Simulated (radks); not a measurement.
Results of a calculation; reference values are marked as such.
Isoelectronic series with 23 electrons, each ion in its NIST ground configuration. Level of theory: scalar-relativistic Kohn-Sham, LDA (Slater exchange, Perdew-Wang correlation), spin-unpolarised, spherical densities, point nucleus (a radial shooting solver on a logarithmic mesh with Libxc functionals). Total energies (hartree) and orbital eigenvalues (hartree) (* marks an orbital that is empty in some or all of the ions):

\begin{tabular}{lrrrr}
ion & configuration & E (hartree) & 4s* & 3d \\ \hline
V & [Ar] 3d3 4s2 & -947.06144 & -0.17810 & -0.19777 \\
Cr+ & [Ar] 3d5 & -1048.21911 & -0.37411 & -0.37339 \\
Mn2+ & [Ar] 3d5 & -1155.24069 & -0.71948 & -0.90483 \\
Fe3+ & [Ar] 3d5 & -1267.98439 & -1.15131 & -1.59925 \\
Co4+ & [Ar] 3d5 & -1386.43318 & -1.66081 & -2.43486 \\
Ni5+ & [Ar] 3d5 & -1510.58537 & -2.24354 & -3.40092 \\
Cu6+ & [Ar] 3d5 & -1640.44708 & -2.89701 & -4.49159 \\
Zn7+ & [Ar] 3d5 & -1776.02902 & -3.61972 & -5.70335 \\
Ga8+ & [Ar] 3d5 & -1917.34499 & -4.41071 & -7.03393 \\
Ge9+ & [Ar] 3d5 & -2064.41109 & -5.26934 & -8.48178 \\
As10+ & [Ar] 3d5 & -2217.24527 & -6.19521 & -10.04578 \\
\end{tabular}
